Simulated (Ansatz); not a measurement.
CHAlNO, SMILES `N#[C][Al-][OH]` (lower singlet) (charge -1, multiplicity 1). This singlet lies 1.53 eV below the relaxed triplet at the level frozen-core CCSD(T)/aug-cc-pVDZ // PBE0-D3(BJ)/def2-TZVPD (Ansatz, a program for electronic structure).

Method: frozen-core CCSD(T)/aug-cc-pVTZ // PBE0-D3(BJ)/def2-TZVPD (Ansatz).

Ansatz 0.2 input:
```yaml
crystal:
  periodic: [false, false, false]
  atoms:
    - { symbol: N, position_ang: [2.179491, -0.677529, 0.12591] }
    - { symbol: C, position_ang: [1.225076, -0.020424, 0.049498] }
    - { symbol: Al, position_ang: [-0.402052, 1.366184, -0.101774] }
    - { symbol: O, position_ang: [-1.659351, 0.117282, -0.070503] }
    - { symbol: H, position_ang: [-1.343165, -0.785513, -0.003132] }
basis:
  gaussian: { orbitals: aug-cc-pVTZ }
correlation:
  method: ccsd_t
total_charge: -1
```

Output:

```
Functional definition: HF
1267 factors; integrals over basis functions are off by at most 1.0e-3 eV
mean field evaluation 1: about -11149.9905 eV, gradient 2.7e1 eV
mean field evaluation 2: about -11150.1329 eV, gradient 2.7e1 eV
mean field evaluation 4: about -11152.1028 eV, gradient 3.7e0 eV
mean field evaluation 8: about -11152.1639 eV, gradient 4.2e-1 eV
mean field evaluation 16: about -11152.1649 eV, gradient 2.0e-6 eV
mean field -11152.16488957 eV, -409.8345004830 hartree, gradient 2.0e-6 eV, S^2 0.000000; 0 other end points of the search recorded, 0 dependent functions left out; unrestricted orbitals would lower it
8 core orbitals not correlated
reference -11152.16488957 eV, -409.8345004830 hartree; 10, 10 occupied and 193, 193 virtual orbitals, 1267 factors
second order -18.22610606 eV of doubles, -0.00000000 eV of singles
cycle   1  -17.75312554 eV  change    4.7e-1 eV  update   1.2e-1
cycle   2  -18.33100261 eV  change   -5.8e-1 eV  update   4.2e-2
cycle   3  -18.47470112 eV  change   -1.4e-1 eV  update   2.2e-2
cycle   4  -18.45568600 eV  change    1.9e-2 eV  update   6.4e-3
cycle   5  -18.45441520 eV  change    1.3e-3 eV  update   2.9e-3
cycle   6  -18.45638317 eV  change   -2.0e-3 eV  update   9.4e-4
cycle   7  -18.45581866 eV  change    5.6e-4 eV  update   4.1e-4
cycle   8  -18.45557259 eV  change    2.5e-4 eV  update   1.4e-4
cycle   9  -18.45559967 eV  change   -2.7e-5 eV  update   6.0e-5
cycle  10  -18.45561498 eV  change   -1.5e-5 eV  update   2.3e-5
perturbative correction -0.91215319 eV, -0.0335210116 hartree
Total energy: -11171.53265775 eV, -410.5462528354 hartree
```
